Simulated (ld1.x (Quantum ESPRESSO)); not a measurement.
## LDA (PZ) TM dataset for Be (Z = 4), scalar-relativistic all-electron reference.

* Element: beryllium
* Generator: ld1.x (Quantum ESPRESSO) 7.5
* Type: norm-conserving Troullier–Martins (Kleinman–Bylander form)
* Functional: LDA (PZ)
* Relativity: scalar-relativistic
* Frozen core: [He]
* Valence charge: 2
* Reference configuration: 2s2 2p0
* Partial waves: 2p (bound, empty): rc 4.20 bohr; 3d channel at -0.2 Ry: rc 4.20 bohr; 2s (bound): rc 1.40 bohr
* Local potential: the s channel
* Core correction: a·sin(br)/r model core inside 0.65 bohr

Poles of the logarithmic derivatives, all-electron (AE) and pseudo (PS). s: poles at -0.3, 1.4, 4.3 (AE) and -0.3, 1.4, 4.1 (PS) Ry. p: poles at -0.0, 1.5, 4.0 (AE) and -0.0, 1.7 (PS) Ry. d: poles at 1.0, 3.0 (AE) and 1.0, 3.2 (PS) Ry. Test radius 4.57 bohr.

* Cutoffs needed: 10 Ry and 35 Ry (the cutoffs (Ry, on a coarse ladder) from which the occupation-weighted sum of valence levels, in a spherical-Bessel basis at the reference potential, stays within 10 and 1 mRy of its value at 400 Ry)
* Ghost test: no extra level below or beside the all-electron valence levels (p, d, s, f tested) (spherical-Bessel basis up to 400 Ry, 20 bohr box)
* Largest excitation error: -188 meV (all-electron minus pseudo) for 2s0 2p1, out of 5 test configurations
